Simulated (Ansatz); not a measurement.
C2H10BNSi (`CNB(C)[SiH3]`) from Hartree–Fock to CCSD(T)

```xyz
15

C    -2.1001    0.6443    0.3948
N    -1.0418   -0.3028    0.1238
B     0.3210   -0.0729   -0.0575
C     0.9826    1.3539    0.0028
Si    1.4626   -1.7103   -0.4167
H    -2.5835    0.4356    1.3541
H    -1.6973    1.6542    0.4326
H    -2.8672    0.6144   -0.3849
H    -1.3735   -1.2534    0.0657
H     1.4820    1.5736   -0.9474
H     1.7767    1.3686    0.7573
H     0.3064    2.1844    0.2196
H     2.1890   -1.6190   -1.7177
H     2.5038   -1.9114    0.6344
H     0.6394   -2.9591   -0.4609
```

Charge 0, multiplicity 1. All single points use the PBE0-D4/def2-TZVP geometry. It is one conformer, not always the lowest. Frozen core, restricted reference, Ansatz 0.2.0. CBS rows extrapolate triple and quadruple zeta; past MP2 they add the triple-zeta difference.

| basis | HF (Eh) | MP2 corr. | CCSD corr. | (T) | CCSD(T) total |
| --- | --- | --- | --- | --- | --- |
| def2-SVP | -449.45077 | -0.64957 | -0.72229 | -0.02118 | -450.19424 |
| def2-TZVPP | -449.72826 | -0.79891 | -0.86241 | -0.03331 | -450.62398 |
| def2-QZVPP | -449.74490 | -0.85134 | – | – | – |
| CBS(def2) | -449.74719 | -0.89018 | -0.95368 | as TZ | -450.73418 |
